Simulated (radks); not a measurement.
Exchange energies: the exact (Fock) value of the Kohn-Sham orbitals and density-functional approximations, in hartree. Species: Ru3+ [Kr] 4d5; Ga+ [Ar] 3d10 4s2. All-electron calculation, non-relativistic Kohn-Sham, LDA (Slater exchange, Perdew-Wang correlation), spin-polarised, spherical densities, point nucleus. Program: a radial shooting solver on a logarithmic mesh with Libxc functionals. Every spin shell is full or empty, so the densities are truly spherical. Functionals are evaluated on that one density, not self-consistently.

[
 {"functional": "exact", "Ru3+": "-128.267", "Ga+": "-73.1079"},
 {"functional": "LDA", "Ru3+": "-121.65", "Ga+": "-69.002"},
 {"functional": "PBE", "Ru3+": "-127.68", "Ga+": "-73.018"},
 {"functional": "revPBE", "Ru3+": "-127.88", "Ga+": "-73.172"},
 {"functional": "RPBE", "Ru3+": "-127.96", "Ga+": "-73.231"},
 {"functional": "PW91", "Ru3+": "-128.22", "Ga+": "-73.338"},
 {"functional": "SOGGA", "Ru3+": "-125.16", "Ga+": "-71.355"},
 {"functional": "SCAN", "Ru3+": "-128.51", "Ga+": "-73.428"},
 {"functional": "Tao-Mo", "Ru3+": "-127.25", "Ga+": "-72.859"},
 {"functional": "MVS", "Ru3+": "-128.32", "Ga+": "-73.243"}
]
